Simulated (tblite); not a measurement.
Species: C₄H₃F₃N (doublet state).
Bonds: C1–C2 (double), C2–F3, C2–C4, C4–N5 (double), C4–C6, C6–F7, C6–F8. Hydrogens: H9, H10 on C1; H11 on C6.
Bond orders are those of one Lewis drawing.

Computed with GFN2-xTB (tblite), gas phase: L-BFGS steps from a force-field or distance-geometry start until the largest atomic force falls under 0.01 eV/Å.

At the end of the run (lengths in Å): C4=N5 1.222, C4–C6 1.554, C2–C4 1.486, C6–F7 1.337, C1=C2 1.323, C6–F8 1.346, C2–F3 1.345, C2–C4–C6 111.3°, C2–C4–N5 125.7°, F3–C2–C4 114.5°, C1–C2–F3 121.1°, C1–C2–C4–N5 15°, C2–C4–C6–F7 -179°, H11–C6–C4–C2 -57°.

Question: These geometries were met on the way; a selection of coordinates is given. Order them by energy above the end point, lowest first.
A. C4=N5 1.223, C4–C6 1.555, C2–C4 1.485, C6–F7 1.338, C1=C2 1.324, C6–F8 1.345, C2–F3 1.345, C2–C4–C6 112.5°, C2–C4–N5 125.4°, F3–C2–C4 115.0°, C1–C2–F3 121.2°, C1–C2–C4–N5 2°, C2–C4–C6–F7 -163°, H11–C6–C4–C2 -41°
B. C4=N5 1.224, C4–C6 1.576, C2–C4 1.512, C6–F7 1.343, C1=C2 1.333, C6–F8 1.355, C2–F3 1.359, C2–C4–C6 112.5°, C2–C4–N5 124.6°, F3–C2–C4 119.3°, C1–C2–F3 118.5°, C1–C2–C4–N5 1°, C2–C4–C6–F7 -163°, H11–C6–C4–C2 -42°
C. C4=N5 1.226, C4–C6 1.565, C2–C4 1.480, C6–F7 1.337, C1=C2 1.327, C6–F8 1.339, C2–F3 1.340, C2–C4–C6 115.1°, C2–C4–N5 124.2°, F3–C2–C4 116.7°, C1–C2–F3 119.4°, C1–C2–C4–N5 2°, C2–C4–C6–F7 -162°, H11–C6–C4–C2 -41°
D. C4=N5 1.225, C4–C6 1.557, C2–C4 1.484, C6–F7 1.339, C1=C2 1.326, C6–F8 1.345, C2–F3 1.346, C2–C4–C6 114.7°, C2–C4–N5 124.3°, F3–C2–C4 114.7°, C1–C2–F3 121.3°, C1–C2–C4–N5 2°, C2–C4–C6–F7 -163°, H11–C6–C4–C2 -42°
E. C4=N5 1.450, C4–C6 1.504, C2–C4 1.470, C6–F7 1.359, C1=C2 1.345, C6–F8 1.365, C2–F3 1.357, C2–C4–C6 118.8°, C2–C4–N5 120.4°, F3–C2–C4 116.0°, C1–C2–F3 118.5°, C1–C2–C4–N5 1°, C2–C4–C6–F7 -163°, H11–C6–C4–C2 -42°

Answer: A (0.010 eV), D (0.018 eV), C (0.032 eV), B (0.080 eV), E (1.245 eV).

```
step  E above end (eV)  rms distance from the end, all atoms (Å)  largest force (eV/Å)  rms shift of all bonds from the end (Å)
  16             0.010                                     0.178                 0.045                                    0.001
   8             0.018                                     0.185                 0.191                                    0.002
   3             0.032                                     0.189                 0.345                                    0.006
   1             0.080                                     0.193                 0.791                                    0.013
   0             1.245                                     0.201                 8.271                                    0.075
```

Rows stand in the order of the answer.
